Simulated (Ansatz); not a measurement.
SiAsH7O, closed shell: at the end structure of a reaction step.

Input (in.yaml):

```yaml
crystal:
  periodic: [false, false, false]
  atoms:
    - {symbol: Si, position_ang: [-1.038445, 0.197514, 0.252311]}
    - {symbol: H, position_ang: [2.661221, 1.743280, -0.261916]}
    - {symbol: H, position_ang: [-1.487143, 1.108059, -0.839190]}
    - {symbol: H, position_ang: [-2.211145, -0.250360, 1.038449]}
    - {symbol: O, position_ang: [-0.058490, 0.968135, 1.330086]}
    - {symbol: H, position_ang: [2.511354, 1.034134, -0.446496]}
    - {symbol: As, position_ang: [0.127679, -1.571007, -0.804416]}
    - {symbol: H, position_ang: [0.784542, 1.287151, 1.002886]}
    - {symbol: H, position_ang: [-0.173855, -2.552050, 0.317541]}
    - {symbol: H, position_ang: [-1.115718, -1.964855, -1.589054]}
basis:
  gaussian: {orbitals: def2-TZVPP}
hamiltonian: {xc: {name: BHLYP}, dispersion: d4}
```

Run by:

```bash
ansatz run in.yaml --threads 4 --pin off --events-out ev --progress --plain --max-ram 9574MiB
```

The run's output (Ansatz 0.2.0):

```
Functional definition: BHLYP
  name "BHLYP"
  cite "Becke, J. Chem. Phys. 98, 1372 (1993) doi:10.1063/1.464304"
  cite "Becke, Phys. Rev. A 38, 3098 (1988) doi:10.1103/PhysRevA.38.3098"
  cite "Lee, Yang & Parr, Phys. Rev. B 37, 785 (1988) doi:10.1103/PhysRevB.37.785"
  parameter a = 0.5
  exchange = (1 - a)*b88_x + a*exact_x
  correlation = lyp_c
1358 factors; their error is unknown
mean field evaluation 1: about -70876.3207 eV, gradient 4.6e1 eV
mean field evaluation 2: about -70874.1631 eV, gradient 5.8e1 eV
mean field evaluation 4: about -70879.7823 eV, gradient 6.9e-1 eV
mean field evaluation 8: about -70880.3392 eV, gradient 7.8e-1 eV
mean field evaluation 16: about -70880.3396 eV, gradient 5.7e-5 eV
mean field -70880.33960791 eV, -2604.8044361710 hartree, gradient 5.7e-5 eV, S^2 0.000000; 0 other end points of the search recorded, 0 dependent functions left out
reference -70880.33980688 eV, -2604.8044434830 hartree; 31, 31 occupied and 188, 188 virtual orbitals, 1358 factors
Total energy: -70880.58246141 eV, -2604.8133608725 hartree
```

The run took about 2 s on 4 CPU threads of an Arm Neoverse V1 (shared host).
